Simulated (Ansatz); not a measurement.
Telling isomers of CH4F2Si apart by their spectra

These gas-phase data were calculated for one isomer of CH4F2Si at PBE0-D3(BJ)/pcseg-1 (harmonic, unscaled wavenumbers; equilibrium rotational constants with average atomic masses):

- rotational constants: 6.546, 6.01, 3.653 GHz
- all wavenumbers above 1500 cm⁻¹: 3180, 3179, 3072, 2323

Candidates:

(1) `C[SiH](F)F`, a singlet
(2) `FC[SiH2]F`, a singlet

Which structure fits?

Candidate (1). 1 mode lies between 2000 and 2380 cm⁻¹, one for each Si–H bond, while (2) has 2.

The same quantities for all candidates:

```
     rotational constants (GHz)  wavenumbers above 1500 cm⁻¹  E above the lowest, PBE0-D3(BJ)/pcseg-1 (kcal/mol)
(1)          6.546, 6.01, 3.653       3180, 3179, 3072, 2323                                                 0.0
(2)         18.07, 2.861, 2.587       3143, 3076, 2301, 2291                                                60.1
```

Harmonic stretches to hydrogen usually lie a few per cent above observed fundamentals. Each candidate is one conformer. Programs: Ansatz 0.2.0.
